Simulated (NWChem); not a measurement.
The numbers come from NWChem runs, not from measurements. System: iodine (I2), charge 0, spin multiplicity 1, at a geometry optimised with PBE0/def2-SVP with def2 effective core potentials on I. Level: TD-BHandHLYP/def2-SVPD with def2 effective core potentials on I.

The NWChem input:

```
start mol
memory heap 200 mb stack 900 mb global 1100 mb
geometry units angstroms nocenter noautoz
  I      0.000000     0.000000     1.341220
  I      0.000000     0.000000    -1.341220
  symmetry group D2h
end
basis spherical
  * library def2-svpd
end
ecp
  I library def2-ecp
end
dft
  xc bhlyp
  semidirect memsize 60000000 filesize 0
  iterations 100
end
tddft
  rpa
  nroots 6
  notriplet
  thresh 1e-4
end
task tddft energy
```

NWChem printed:

```
             Northwest Computational Chemistry Package (NWChem) 7.3.0
             --------------------------------------------------------

                                NWChem Input Module
                                -------------------

 Scaling coordinates for geometry "geometry" by  1.889725989
 (inverse scale =  0.529177249)

 Turning off AUTOSYM since
 SYMMETRY directive was detected!

                             Geometry "geometry" -> ""
                             -------------------------

 Output coordinates in angstroms (scale by  1.889725989 to convert to a.u.)

  No.       Tag          Charge          X              Y              Z
 ---- ---------------- ---------- -------------- -------------- --------------
    1 I                   53.0000     0.00000000     0.00000000     1.34122000
    2 I                   53.0000     0.00000000     0.00000000    -1.34122000

 Effective nuclear repulsion energy (a.u.)     554.1443210063

            Nuclear Dipole moment (a.u.)
            ----------------------------
        X                 Y               Z
 ---------------- ---------------- ----------------
     0.0000000000     0.0000000000     0.0000000000

      Symmetry information
      --------------------

 Group name             D2h
 Group number             26
 Group order               8
 No. of unique centers     1

      Symmetry unique atoms

     1


 Summary of "ao basis" -> "" (spherical)
 ------------------------------------------------------------------------------
       Tag                 Description            Shells   Functions and Types
 ---------------- ------------------------------  ------  ---------------------
 *                         def2-svpd                  on all atoms

                                 NWChem DFT Module
                                 -----------------

 Summary of "ao basis" -> "ao basis" (spherical)
 ------------------------------------------------------------------------------
       Tag                 Description            Shells   Functions and Types
 ---------------- ------------------------------  ------  ---------------------
 I                         def2-svpd                13       35   5s5p3d

 Summary of "ao basis" -> "ao basis" (spherical)
 ------------------------------------------------------------------------------
       Tag                 Description            Shells   Functions and Types
 ---------------- ------------------------------  ------  ---------------------
 I                         def2-svpd                13       35   5s5p3d

      Symmetry analysis of basis
      --------------------------

        ag         16
        au          3
        b1g         3
        b1u        16
        b2g         8
        b2u         8
        b3g         8
        b3u         8

            General Information
            -------------------
          SCF calculation type: DFT
          Wavefunction type:  closed shell.
          No. of atoms     :     2
          No. of electrons :    50
           Alpha electrons :    25
            Beta electrons :    25
          Charge           :     0
          Spin multiplicity:     1
          Use of symmetry is: off; symmetry adaption is: on
          Maximum number of iterations: 100
          AO basis - number of functions:    70
                     number of shells:    26
          Convergence on energy requested:  1.00D-06
          Convergence on density requested:  1.00D-05
          Convergence on gradient requested:  5.00D-04

              XC Information
              --------------
                        BHLYP Method XC Functional
                     Hartree-Fock (Exact) Exchange  0.500
                        Slater Exchange Functional  0.500 local
                    Becke 1988 Exchange Functional  0.500 non-local
              Lee-Yang-Parr Correlation Functional  1.000

             Grid Information
             ----------------
          Grid used for XC integration:  medium
          Radial quadrature: Mura-Knowles
          Angular quadrature: Lebedev.
          Tag              B.-S. Rad. Rad. Pts. Rad. Cut. Ang. Pts.
          ---              ---------- --------- --------- ---------
          I                   1.40      123          14.0       590
          Grid pruning is: on
          Number of quadrature shells:   246
          Spatial weights used:  Erf1

          Convergence Information
          -----------------------
          Convergence aids based upon iterative change in
          total energy or number of iterations.
          Levelshifting, if invoked, occurs when the
          HOMO/LUMO gap drops below (HL_TOL):  1.00D-02
          DIIS, if invoked, will attempt to extrapolate
          using up to (NFOCK): 10 stored Fock matrices.

                    Damping( 0%)  Levelshifting(0.5)       DIIS
                  --------------- ------------------- ---------------
          dE  on:    start            ASAP                start
          dE off:    2 iters        100 iters           100 iters

      Screening Tolerance Information
      -------------------------------
          Density screening/tol_rho:  1.00D-10
          AO Gaussian exp screening on grid/accAOfunc:  14
          CD Gaussian exp screening on grid/accCDfunc:  20
          XC Gaussian exp screening on grid/accXCfunc:  20
          Schwarz screening/accCoul:  1.00D-08

      Superposition of Atomic Density Guess
      -------------------------------------

 Sum of atomic energies:        -694.25330547

      Non-variational initial energy
      ------------------------------
[...]
        Alpha frozen cores :       0
         Beta frozen cores :       0
     Alpha frozen virtuals :       0
      Beta frozen virtuals :       0
         Spin multiplicity :       1
    Number of AO functions :      70
        Use of symmetry is : off
      Symmetry adaption is : on
         Schwarz screening :  0.10D-07

              XC Information
              --------------
                 BHLYP Method XC Functional
              Hartree-Fock (Exact) Exchange   0.50
                 Slater Exchange Functional   0.50 local
             Becke 1988 Exchange Functional   0.50 non-local
       Lee-Yang-Parr Correlation Functional   1.00

             TDDFT Information
             -----------------
          Calculation type : TDDFT
         Wavefunction type : Restricted singlets
          No. of electrons :      50
           Alpha electrons :      25
            Beta electrons :      25
              No. of roots :       6
          Max subspacesize :    5200
            Max iterations :     100
               Target root :       1
           Target symmetry : none
      Symmetry restriction : off
                 Algorithm : Optimal
        Davidson threshold :  0.10D-03

            Memory Information
            ------------------
          Available GA space size is         144174300 doubles
          Available MA space size is          50651628 doubles
          Length of a trial vector is         1125
          Algorithm : Incore multiple tensor contraction
          Estimated peak GA usage is          23668300 doubles
          Estimated peak MA usage is             25800 doubles

    6 smallest eigenvalue differences (eV)
--------------------------------------------------------
  No. Spin  Occ  Vir  Irrep   E(Occ)    E(Vir)   E(Diff)
--------------------------------------------------------
    1    1   25   26 b3u      -0.307    -0.112     5.322
    2    1   24   26 b2u      -0.307    -0.112     5.322
    3    1   23   26 b3g      -0.375    -0.112     7.150
    4    1   22   26 b2g      -0.375    -0.112     7.150
    5    1   21   26 b1u      -0.425    -0.112     8.521
    6    1   25   27 b2g      -0.307     0.034     9.285
--------------------------------------------------------

  Entering Davidson iterations
  Restricted singlet excited states

  Iter   NTrls   NConv    DeltaV     DeltaE      Time
  ----  ------  ------  ---------  ---------  ---------
    1      6       0     0.27E+00   0.10+100        2.5
    2     18       0     0.47E-01   0.46E-01        4.2
    3     30       0     0.18E-01   0.19E-02        4.2
    4     42       0     0.51E-02   0.16E-03        4.2
    5     54       4     0.14E-02   0.11E-04        4.2
    6     58       5     0.40E-03   0.46E-06        2.0
    7     60       6     0.94E-04   0.30E-07        1.4
  ----  ------  ------  ---------  ---------  ---------
  Convergence criterion met

  Ground state ag       -595.315468621069 a.u.

  ----------------------------------------------------------------------------
  Root   1 singlet b2u            0.082158998 a.u.                2.2357 eV
  ----------------------------------------------------------------------------
     Transition Moments    X -0.07612   Y  0.13599   Z  0.00000
     Transition Moments   XX -0.00000  XY  0.00000  XZ  0.00000
     Transition Moments   YY -0.00000  YZ  0.00000  ZZ -0.00000
     Dipole Oscillator Strength                    0.0013303533
     Electric Quadrupole                           0.0000000000
     Magnetic Dipole                               0.0000000000
     Total Oscillator Strength                     0.0013303533

          sigma_e =   2.2171 Angstrom
          sigma_h =   2.0112 Angstrom
         |d_h->e| =   0.0000 Angstrom
            d_exc =   2.9423 Angstrom
            d_CD1 =   0.2059 Angstrom
            d_CD2 =  -2.1142 Angstrom
            d_CD3 =   2.9423 Angstrom
     Pearson C.C. =   0.0340

     Occ.   24  b3g ---  Virt.   26  b1u -0.87244 X
     Occ.   24  b3g ---  Virt.   26  b1u  0.06893 Y
     Occ.   24  b3g ---  Virt.   28  b1u -0.05529 X
     Occ.   25  b2g ---  Virt.   26  b1u  0.48833 X
  ----------------------------------------------------------------------------
  Root   2 singlet b3u            0.082158998 a.u.                2.2357 eV
  ----------------------------------------------------------------------------
     Transition Moments    X  0.13599   Y  0.07612   Z -0.00000
     Transition Moments   XX -0.00000  XY -0.00000  XZ  0.00000
     Transition Moments   YY -0.00000  YZ  0.00000  ZZ -0.00000
     Dipole Oscillator Strength                    0.0013303533
     Electric Quadrupole                           0.0000000000
     Magnetic Dipole                               0.0000000000
     Total Oscillator Strength                     0.0013303533

          sigma_e =   2.2171 Angstrom
          sigma_h =   2.0112 Angstrom
         |d_h->e| =   0.0000 Angstrom
            d_exc =   2.9423 Angstrom
            d_CD1 =   0.2059 Angstrom
            d_CD2 =  -2.1142 Angstrom
            d_CD3 =   2.9423 Angstrom
     Pearson C.C. =   0.0340

     Occ.   24  b3g ---  Virt.   26  b1u -0.48833 X
     Occ.   25  b2g ---  Virt.   26  b1u -0.87244 X
     Occ.   25  b2g ---  Virt.   26  b1u  0.06893 Y
     Occ.   25  b2g ---  Virt.   28  b1u -0.05529 X
  ----------------------------------------------------------------------------
  Root   3 singlet b2g            0.146920956 a.u.                3.9979 eV
  ----------------------------------------------------------------------------
     Transition Moments    X  0.00000   Y  0.00000   Z -0.00000
     Transition Moments   XX  0.00000  XY  0.00000  XZ  1.19695
     Transition Moments   YY  0.00000  YZ -0.00112  ZZ  0.00000
     Dipole Oscillator Strength                    0.0000000000
     Electric Quadrupole                           0.0000000242
     Magnetic Dipole                               0.0000007352
     Total Oscillator Strength                     0.0000007594

          sigma_e =   2.2006 Angstrom
          sigma_h =   1.8594 Angstrom
         |d_h->e| =   0.0000 Angstrom
            d_exc =   2.8305 Angstrom
            d_CD1 =   0.3412 Angstrom
            d_CD2 =  -2.0300 Angstrom
            d_CD3 =   2.8305 Angstrom
     Pearson C.C. =   0.0352

     Occ.   22  b3u ---  Virt.   26  b1u -0.99626 X
     Occ.   22  b3u ---  Virt.   28  b1u -0.06541 X
  ----------------------------------------------------------------------------
  Root   4 singlet b3g            0.146920958 a.u.                3.9979 eV
  ----------------------------------------------------------------------------
     Transition Moments    X -0.00000   Y -0.00000   Z  0.00000
     Transition Moments   XX -0.00000  XY -0.00000  XZ -0.00112
     Transition Moments   YY -0.00000  YZ -1.19711  ZZ  0.00000
     Dipole Oscillator Strength                    0.0000000000
     Electric Quadrupole                           0.0000000242
     Magnetic Dipole                               0.0000007351
     Total Oscillator Strength                     0.0000007593

          sigma_e =   2.2006 Angstrom
          sigma_h =   1.8594 Angstrom
         |d_h->e| =   0.0000 Angstrom
            d_exc =   2.8305 Angstrom
            d_CD1 =   0.3412 Angstrom
            d_CD2 =  -2.0300 Angstrom
            d_CD3 =   2.8305 Angstrom
     Pearson C.C. =   0.0352

     Occ.   23  b2u ---  Virt.   26  b1u  0.99626 X
     Occ.   23  b2u ---  Virt.   28  b1u  0.06541 X
  ----------------------------------------------------------------------------
  Root   5 singlet b1u            0.249298322 a.u.                6.7838 eV
  ----------------------------------------------------------------------------
     Transition Moments    X  0.00000   Y  0.00000   Z  1.88294
     Transition Moments   XX  0.00000  XY  0.00000  XZ -0.00000
     Transition Moments   YY  0.00000  YZ -0.00000  ZZ  0.00000
     Dipole Oscillator Strength                    0.5892546497
     Electric Quadrupole                           0.0000000000
     Magnetic Dipole                               0.0000000000
     Total Oscillator Strength                     0.5892546497

          sigma_e =   2.4820 Angstrom
          sigma_h =   1.9754 Angstrom
         |d_h->e| =   0.0000 Angstrom
            d_exc =   3.0812 Angstrom
            d_CD1 =   0.5066 Angstrom
            d_CD2 =  -2.2287 Angstrom
            d_CD3 =   3.0812 Angstrom
     Pearson C.C. =   0.0580

     Occ.   21  ag  ---  Virt.   26  b1u -0.90328 X
     Occ.   21  ag  ---  Virt.   26  b1u  0.07524 Y
     Occ.   22  b3u ---  Virt.   32  b2g -0.05657 X
     Occ.   23  b2u ---  Virt.   33  b3g -0.05657 X
     Occ.   24  b3g ---  Virt.   30  b2u -0.13668 X
     Occ.   24  b3g ---  Virt.   37  b2u  0.26744 X
     Occ.   25  b2g ---  Virt.   29  b3u -0.13668 X
     Occ.   25  b2g ---  Virt.   36  b3u -0.26744 X
  ----------------------------------------------------------------------------
  Root   6 singlet b2g            0.253544737 a.u.                6.8993 eV
  ----------------------------------------------------------------------------
     Transition Moments    X  0.00000   Y  0.00000   Z  0.00000
     Transition Moments   XX -0.00000  XY  0.00000  XZ  3.77589
     Transition Moments   YY -0.00000  YZ -0.00000  ZZ -0.00000
     Dipole Oscillator Strength                    0.0000000000
     Electric Quadrupole                           0.0000012375
     Magnetic Dipole                               0.0000041461
     Total Oscillator Strength                     0.0000053835

          sigma_e =   3.0578 Angstrom
          sigma_h =   2.0104 Angstrom
         |d_h->e| =   0.0000 Angstrom
            d_exc =   3.4891 Angstrom
            d_CD1 =   1.0473 Angstrom
            d_CD2 =  -2.5341 Angstrom
            d_CD3 =   3.4891 Angstrom
     Pearson C.C. =   0.0990

     Occ.   22  b3u ---  Virt.   28  b1u  0.10450 X
     Occ.   22  b3u ---  Virt.   38  b1u -0.06939 X
     Occ.   25  b2g ---  Virt.   27  ag  -0.95242 X
     Occ.   25  b2g ---  Virt.   31  ag   0.27394 X

              Target root =      1
          Target symmetry = none
      Ground state energy =   -595.315468621069
        Excitation energy =      0.082158997934
     Excited state energy =   -595.233309623135

  stored tddft:energy   -595.23330962313469

 Task  times  cpu:       24.5s     wall:       24.5s

 Total times  cpu:       24.5s     wall:       24.5s
```
